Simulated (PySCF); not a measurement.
## C4H9NP2Si: full NMR table

| Quantity | Value |
| --- | --- |
| Formula | C4H9NP2Si |
| SMILES | N#CCC/P=P/C[SiH3] |
| Point group of the computed structure | C1 |
| Carbon signals | 4 |
| Proton signals | 4 |

Numbering as in the mapped SMILES `[N:1]#[C:2][CH2:3][CH2:4]/[P:5]=[P:6]/[CH2:7][SiH3:8]` (H(Xn): hydrogen on atom n).

How the numbers were obtained: shielding tensors at PBE0/pcSseg-1 (GIAO), geometry: GFN2-xTB, in PySCF 2.14.0 with density-fitted response routines (isolated molecule, fast rotation and ring inversion assumed for equivalent nuclei, relativity neglected, one computed conformer).

Shifts are taken against calculated references (same method and geometry level): TMS for $^{1}$H (31.72 ppm), $^{13}$C (186.93 ppm), $^{29}$Si (349.16 ppm); $^{31}$P (318.38 ppm) against H3PO4; $^{15}$N (267.73 ppm) vs NH3.

```tsv
carbon	δC, type	δH (multiplicity)	HMBC from (2–3 bonds)	span of the C tensor (ppm)
C2	124.6, C	–	H(C3), H(C4)	345
C3	18.3, CH2	3.39 (m)	H(C4)	27
C4	35.8, CH2	3.14 (m)	H(C3)	34
C7	20.5, CH2	2.99 (m)	H(Si8)	45
```

Other nuclei:
| atoms | nucleus | environment | δ (ppm) | σ (ppm) |
| --- | --- | --- | --- | --- |
| H(Si8) | $^{1}$H | hydrogen on a silicon bonded to C | 4.09 | 27.63 |
| P6 | $^{31}$P | phosphorus bonded to C, P | 668.7 | -350.3 |
| P5 | $^{31}$P | phosphorus bonded to C, P | 653.0 | -334.7 |
| Si8 | $^{29}$Si | silicon bonded to C, 3 H | -62.9 | 412.1 |
| N1 | $^{15}$N | nitrile nitrogen | 306.4 | -38.7 |

- δC 124.6: nitrile carbon; typical of a nitrile.
- δC 35.8: sp3 CH2 bonded to P.
- δC 18.3: sp3 CH2 α to a nitrile; aliphatic region, no heteroatom directly attached.
- δH 4.09: hydrogen on a silicon bonded to C.
- δH 3.39: hydrogen on an sp3 CH2 α to a nitrile.

Splittings by $^{31}$P in the carbon and heteronuclear signals aren't shown, as no couplings were computed. Shifts are as computed. Against solution values, carbons near 30 ppm lie about +3 ppm off and those near 130 ppm about +5 ppm. Of 1211 compounds with measured shifts, 218 miss one by over three times the rms of a fit or turn the order of signals round; such compounds aren't used in these exercises. Experimental scales use liquid or dissolved standards, which lie at an offset from isolated NH3 (liquid NH3: subtract about 20 ppm) and H3PO4. Unscaled 15N shifts of sp2 nitrogen come out 20 to 40 ppm too high even then. No couplings were computed; multiplicities are counted from neighbouring protons, with m where these are inequivalent, close in shift, in a saturated or five-membered ring or joined by F or P, and br s for small geminal =CH2 splittings.
